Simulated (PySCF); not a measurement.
Species: C₄H₈O₂Si.
InChI=1S/C4H8O2Si/c1-3-6-7-4(2)5/h3H,1,7H2,2H3

Computed with PySCF at CAM-B3LYP/def2-SVPD, non-relativistic, on one gas-phase PBE0-D3(BJ)/def2-SVP geometry that isn't relaxed in the solvent. The solvent is an IEF-PCM continuum (van der Waals radii × 1.2), and excitations are vertical TDDFT with non-equilibrium linear response and a frozen core. The model holds no explicit solvent molecules, cavitation or dispersion.

Gas-phase singlets (H = HOMO, L = LUMO):

| state | E (eV) | λ (nm) | f | leading configurations |
| --- | --- | --- | --- | --- |
| S1 | 3.602 | 344 | 0.001 | H-1→L 94% |
| S2 | 5.892 | 210 | 0.064 | H→L 95% |
| S3 | 6.347 | 195 | 0.013 | H→L+1 79%, H→L+2 15% |
| S4 | 6.479 | 191 | 0.010 | H-1→L+1 57%, H-1→L+2 23% |
| S5 | 6.768 | 183 | 0.012 | H-1→L+2 66%, H-1→L+1 26% |

**Question.** Give the list for chloroform (ε = 4.711), n² = 2.09.

**Answer.** 
```json
{"state": "S1", "E (eV)": "3.673", "λ (nm)": "338", "f": "0.001", "leading configurations": "H-1→L 95%", "change by rank (eV)": "+0.071"}
{"state": "S2", "E (eV)": "5.836", "λ (nm)": "212", "f": "0.085", "leading configurations": "H→L 95%", "change by rank (eV)": "-0.056"}
{"state": "S3", "E (eV)": "6.417", "λ (nm)": "193", "f": "0.019", "leading configurations": "H→L+1 84%, H→L+2 9%", "change by rank (eV)": "+0.070"}
{"state": "S4", "E (eV)": "6.564", "λ (nm)": "189", "f": "0.009", "leading configurations": "H-1→L+1 45%, H-1→L+2 42%", "change by rank (eV)": "+0.085"}
{"state": "S5", "E (eV)": "6.860", "λ (nm)": "181", "f": "0.472", "leading configurations": "H→L+3 92%", "change by rank (eV)": "+0.092"}
```

**Question.** The ground-state energy changes by -0.182 eV from gas to chloroform. By how much does the total energy of gas-phase S1 change?

**Answer.** E(S1) = E(S0) + excitation energy, so it changes by -0.182 + 0.071 = -0.111 eV: it is lowered less than the ground state, which is what a blue shift means. This is the vertical state, with the slow part of the continuum still set for S0.

**Question.** How do the frontier levels move from gas to chloroform?

**Answer.** 
| orbital | gas (eV) | solvent (eV) | change (eV) |
| --- | --- | --- | --- |
| LUMO+2 | 1.22 | 1.33 | +0.11 |
| LUMO+1 | 0.94 | 1.12 | +0.18 |
| LUMO | -0.24 | -0.19 | +0.05 |
| HOMO | -8.44 | -8.35 | +0.09 |
| HOMO-1 | -8.60 | -8.62 | -0.02 |
| HOMO-2 | -11.16 | -11.04 | +0.12 |
| HOMO-3 | -11.18 | -11.06 | +0.12 |

The HOMO–LUMO gap goes from 8.19 to 8.16 eV.

Hardware: one thread of an Intel Xeon at 2.50 GHz, no GPU, shared host with 64 logical CPUs at a one-minute load of 60. Cost: 91 s, 1.1 GiB resident at most. This is the whole response run at CAM-B3LYP/def2-SVPD in chloroform, SCF included.

Conformer computed: `[CH2:1]=[CH:2][O:3][SiH2:4][C:5]([CH3:6])=[O:7]`: C1–C2–O3–Si4 -179°, C2–O3–Si4–C5 177°, O3–Si4–C5–C6 -1°.
